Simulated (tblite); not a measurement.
Compound: C4H13BSi2.
Atom-mapped SMILES: `[CH2:1]=[CH:2][SiH2:3][CH2:4][BH:5][CH2:6][SiH3:7]` (hydrogens: H8, H9 on C1; H10 on C2; H11, H12 on Si3; H13, H14 on C4; H15 on B5; H16, H17 on C6; H18, H19, H20 on Si7)

Computed with GFN2-xTB (tblite), gas phase: L-BFGS steps from a force-field or distance-geometry start until the largest atomic force falls under 0.01 eV/Å.

Step 137: E = -539.4121 eV
```
atom  x, y, z in Å  |  force x, y, z in eV/Å
C1     -3.1372    0.6513    1.2404    0.006   0.009  -0.026
C2     -1.9419    1.0765    0.8606   -0.011   0.002   0.004
Si3    -1.2264    0.8858   -0.8752   -0.010  -0.026   0.013
C4     -0.5029   -0.8758   -1.0865    0.011   0.000   0.022
B5      0.4836   -1.2339    0.0660    0.014   0.041   0.029
C6      2.0309   -1.2391   -0.1303   -0.024  -0.042  -0.002
Si7     2.8233    0.3570    0.5535   -0.017  -0.049  -0.002
H8     -3.8151    0.1780    0.5472    0.005   0.007   0.013
H9     -3.5023    0.7542    2.2526    0.011   0.001  -0.025
H10    -1.3123    1.5478    1.6078    0.011  -0.017  -0.027
H11    -0.2106    1.9298   -1.0767    0.016  -0.021  -0.003
H12    -2.2823    1.0429   -1.8908   -0.015   0.030   0.030
H13    -0.0622   -0.9416   -2.0816    0.001   0.017   0.000
H14    -1.3696   -1.5385   -1.0737   -0.004  -0.009   0.001
H15     0.0460   -1.4684    1.1330   -0.006  -0.032  -0.013
H16     2.3341   -1.3565   -1.1712    0.020   0.069  -0.023
H17     2.4951   -2.0562    0.4237    0.008  -0.011   0.042
H18     4.2834    0.2171    0.4560   -0.022   0.020   0.007
H19     2.4050    1.5326   -0.2136   -0.010   0.004  -0.022
H20     2.4564    0.5475    1.9606    0.017   0.007  -0.016
```

Step 138: E = -539.4126 eV
```
atom  x, y, z in Å  |  force x, y, z in eV/Å
C1     -3.1331    0.6583    1.2397   -0.038  -0.014  -0.010
C2     -1.9344    1.0723    0.8628    0.045   0.025  -0.032
Si3    -1.2194    0.8813   -0.8730    0.023  -0.029   0.008
C4     -0.5096   -0.8872   -1.0847    0.012   0.032   0.022
B5      0.4827   -1.2394    0.0634    0.030   0.015   0.049
C6      2.0308   -1.2328   -0.1352   -0.037  -0.058  -0.003
Si7     2.8160    0.3618    0.5569    0.005  -0.088   0.015
H8     -3.8096    0.1907    0.5439   -0.046  -0.016  -0.021
H9     -3.5024    0.7623    2.2495    0.016   0.005  -0.002
H10    -1.3026    1.5366    1.6100    0.046   0.011   0.011
H11    -0.1969    1.9201   -1.0771    0.000  -0.039   0.008
H12    -2.2734    1.0494   -1.8866   -0.033   0.027   0.012
H13    -0.0732   -0.9585   -2.0798    0.017   0.028  -0.041
H14    -1.3809   -1.5431   -1.0704   -0.010  -0.020   0.025
H15     0.0504   -1.4806    1.1312   -0.005  -0.029  -0.012
H16     2.3351   -1.3419   -1.1765    0.011   0.065  -0.030
H17     2.5012   -2.0503    0.4134   -0.004  -0.012   0.039
H18     4.2769    0.2299    0.4625   -0.020   0.015   0.016
H19     2.3980    1.5330   -0.2088   -0.033   0.074  -0.063
H20     2.4390    0.5485    1.9605    0.020   0.008   0.008
```

Step 139: E = -539.4135 eV
```
atom  x, y, z in Å  |  force x, y, z in eV/Å
C1     -3.1212    0.6701    1.2453   -0.018  -0.014  -0.033
C2     -1.9192    1.0686    0.8596    0.025   0.022  -0.005
Si3    -1.2221    0.8724   -0.8833    0.024  -0.008   0.013
C4     -0.5122   -0.8962   -1.0927    0.009   0.037   0.014
B5      0.4805   -1.2407    0.0570    0.032  -0.001   0.038
C6      2.0290   -1.2268   -0.1378   -0.024  -0.035  -0.004
Si7     2.8063    0.3649    0.5710   -0.011  -0.069   0.015
H8     -3.8123    0.2157    0.5523   -0.005   0.012   0.015
H9     -3.4793    0.7734    2.2597    0.019   0.005  -0.021
H10    -1.2712    1.5194    1.6039    0.005  -0.014  -0.024
H11    -0.2012    1.9115   -1.1028   -0.017  -0.054   0.010
H12    -2.2869    1.0324   -1.8875   -0.025   0.030   0.019
H13    -0.0767   -0.9690   -2.0881    0.024   0.028  -0.043
H14    -1.3836   -1.5520   -1.0778   -0.005  -0.022   0.034
H15     0.0472   -1.4833    1.1236   -0.005  -0.031  -0.002
H16     2.3386   -1.3250   -1.1790    0.004   0.055  -0.016
H17     2.5017   -2.0453    0.4077   -0.009  -0.014   0.027
H18     4.2677    0.2423    0.4750   -0.019   0.012   0.019
H19     2.3840    1.5451   -0.1809   -0.030   0.053  -0.051
H20     2.4258    0.5330    1.9769    0.027   0.008  -0.005
```

Step 140: E = -539.4148 eV
```
atom  x, y, z in Å  |  force x, y, z in eV/Å
C1     -3.1093    0.6831    1.2475    0.002  -0.009  -0.044
C2     -1.9031    1.0670    0.8578   -0.002   0.005   0.001
Si3    -1.2206    0.8628   -0.8894    0.022   0.016   0.004
C4     -0.5156   -0.9071   -1.0966   -0.004   0.028  -0.012
B5      0.4800   -1.2445    0.0525    0.016  -0.033   0.002
C6      2.0272   -1.2227   -0.1431    0.021   0.007   0.001
Si7     2.7931    0.3678    0.5832   -0.036  -0.016   0.005
H8     -3.8121    0.2428    0.5556    0.024   0.026   0.033
H9     -3.4593    0.7847    2.2647    0.013   0.008  -0.017
H10    -1.2423    1.5040    1.5997   -0.017  -0.023  -0.030
H11    -0.1985    1.8983   -1.1227   -0.025  -0.057   0.010
H12    -2.2947    1.0180   -1.8845   -0.022   0.035   0.019
H13    -0.0851   -0.9812   -2.0948    0.031   0.023  -0.019
H14    -1.3891   -1.5610   -1.0792    0.017  -0.015   0.044
H15     0.0477   -1.4929    1.1173   -0.008  -0.031   0.018
H16     2.3400   -1.3031   -1.1857   -0.008   0.025   0.014
H17     2.5068   -2.0409    0.3980   -0.023  -0.008  -0.007
H18     4.2554    0.2595    0.4893   -0.014   0.004   0.020
H19     2.3681    1.5579   -0.1581   -0.021   0.002  -0.021
H20     2.4062    0.5180    1.9903    0.034   0.010  -0.022
```

**Question.** Estimate the geometry and energy of step 141. (The exact step hangs on the optimiser's Hessian estimate; all steps are aligned on step 140, rigid shifts and turns removed.)

**Answer.** E = -539.4158 eV, largest force 0.060 eV/Å
```
atom  x, y, z in Å  |  force x, y, z in eV/Å
C1     -3.1042    0.6866    1.2451   -0.011  -0.003  -0.025
C2     -1.8959    1.0663    0.8586    0.010  -0.002   0.006
Si3    -1.2162    0.8604   -0.8877    0.020   0.019  -0.018
C4     -0.5169   -0.9110   -1.0959   -0.013   0.018  -0.031
B5      0.4783   -1.2491    0.0537    0.001  -0.051  -0.023
C6      2.0246   -1.2212   -0.1413    0.032   0.016  -0.001
Si7     2.7860    0.3696    0.5841   -0.033   0.045  -0.014
H8     -3.8104    0.2561    0.5509    0.028   0.022   0.029
H9     -3.4528    0.7840    2.2629    0.003   0.011  -0.005
H10    -1.2309    1.4938    1.6022   -0.025  -0.022  -0.026
H11    -0.1918    1.8907   -1.1259   -0.012  -0.039   0.009
H12    -2.2925    1.0187   -1.8793   -0.028   0.035   0.009
H13    -0.0883   -0.9835   -2.0957    0.032   0.017   0.005
H14    -1.3932   -1.5620   -1.0797    0.035  -0.010   0.048
H15     0.0449   -1.5060    1.1154   -0.009  -0.028   0.030
H16     2.3376   -1.2919   -1.1841   -0.005  -0.008   0.004
H17     2.5109   -2.0358    0.3989   -0.031  -0.023  -0.025
H18     4.2483    0.2681    0.4910   -0.005  -0.001   0.019
H19     2.3582    1.5580   -0.1610   -0.014  -0.014  -0.004
H20     2.3990    0.5188    1.9893    0.025   0.018   0.011
```

The energy changes by -0.0010 eV. The first-order estimate −F·Δx gives -0.0015 eV and the mean of the old and new forces, exact on a quadratic surface, -0.0010 eV. The step makes an angle of 76° with the force vector and moves no atom by more than 0.015 Å.

What follows is the cost of the whole relaxation. The run took 2.5 s on Arm Neoverse N1, one thread, shared host.
